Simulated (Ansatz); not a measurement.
Start from `[NH2][Ti]([NH2])([NH2])[NH2]` and change one atom or group to get `C[N](C)[Ti]([NH2])([NH2])[NH2]`.

Ansatz, PBE0-D4/def2-TZVP geometries, multiplicity 1. Each molecule was computed in one conformer, which needn't be the lowest.

Scalar relativity is left out up to krypton.

```json
{"property": "HOMO energy (ωB97M-V/def2-TZVPP) / eV", "`[NH2][Ti]([NH2])([NH2])[NH2]`": "-9.21"}
{"property": "LUMO energy (PBE/def2-TZVPP) / eV", "`[NH2][Ti]([NH2])([NH2])[NH2]`": "-1.71"}
{"property": "HOMO energy (PBE/def2-TZVPP) / eV", "`[NH2][Ti]([NH2])([NH2])[NH2]`": "-5.46"}
{"property": "HOMO–LUMO gap (PBE0/def2-TZVPP) / eV", "`[NH2][Ti]([NH2])([NH2])[NH2]`": "6.16"}
{"property": "size of the dipole moment (B3LYP/def2-TZVPP) / D", "`[NH2][Ti]([NH2])([NH2])[NH2]`": "0.01"}
{"property": "LUMO energy (PBE0/def2-TZVPP) / eV", "`[NH2][Ti]([NH2])([NH2])[NH2]`": "-0.66"}
```

Question: What does the change do to each property? (Best estimate.)

Answer: The calculation gave: 
| property | `C[N](C)[Ti]([NH2])([NH2])[NH2]` | shift |
| --- | --- | --- |
| HOMO energy (ωB97M-V/def2-TZVPP) / eV | -8.58 | 0.63 |
| LUMO energy (PBE/def2-TZVPP) / eV | -1.49 | 0.22 |
| HOMO energy (PBE/def2-TZVPP) / eV | -5.04 | 0.42 |
| HOMO–LUMO gap (PBE0/def2-TZVPP) / eV | 5.81 | -0.35 |
| size of the dipole moment (B3LYP/def2-TZVPP) / D | 0.40 | 0.39 |
| LUMO energy (PBE0/def2-TZVPP) / eV | -0.47 | 0.19 |

With PBE0 the HOMO rises by 0.54 eV and the LUMO rises by 0.19 eV, so the gap narrows by about 0.35 eV. PBE moves the HOMO by 0.42 eV and ωB97M-V by 0.63 eV.

B3LYP here is the variant with VWN-RPA as its local correlation; programs differ in this.
